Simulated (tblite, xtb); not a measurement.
C3H9Ge, doublet, at a GFN2-xTB geometry. Base run: GFN1-xTB (xtb).

Geometry (Å):
```xyz
13

C      2.3416     1.0883    -0.2325
C      1.8131    -0.2125     0.2351
C      0.5713    -0.2838     0.9901
Ge    -1.0745    -0.1770    -0.1964
H      3.3917     1.0103    -0.5070
H      2.2297     1.8536     0.5368
H      1.7950     1.4445    -1.1179
H      2.2220    -1.1163    -0.1850
H      0.4851    -1.2203     1.5429
H      0.4778     0.5494     1.6901
H     -1.1286    -1.3093    -1.1764
H     -1.0691     1.0779    -1.0160
H     -2.3744    -0.1798     0.5616
```
Charge 0, spin multiplicity 2.
All else is at xtb's defaults.
Base energy -12.77835 Eh.

Programs used: tblite, xtb; a row that names a program was run with it.

Each row names what was changed in the base input (with any setting that the change needs).

```csv
change,ΔE vs base (kJ/mol),dipole (D),G_solv (kcal/mol),SCF cycles
base,0.00,1.02,-,11
program = tblite; method = gfn1; option = --spin-polarized,-20.69,-,-,-
alpb = acetonitrile,-11.38,1.09,-2.74,11
alpb = toluene,-17.29,1.05,-4.14,11
"program = tblite; method = gfn1; option = (--etemp, 2000)",-0.03,-,-,-
file = coord,0.00,1.02,-,11
etemp = 5000,-6.78,1.22,-,11
acc = 1000,0.01,1.03,-,7
gbsa = thf,-18.06,1.10,-4.35,11
acc = 0.1,0.00,1.02,-,12
acc = 0.0001,0.00,1.02,-,16
```

ALPB and GBSA are two models with their own fitted parameters for each solvent, which aren't always the measured dielectric constant.
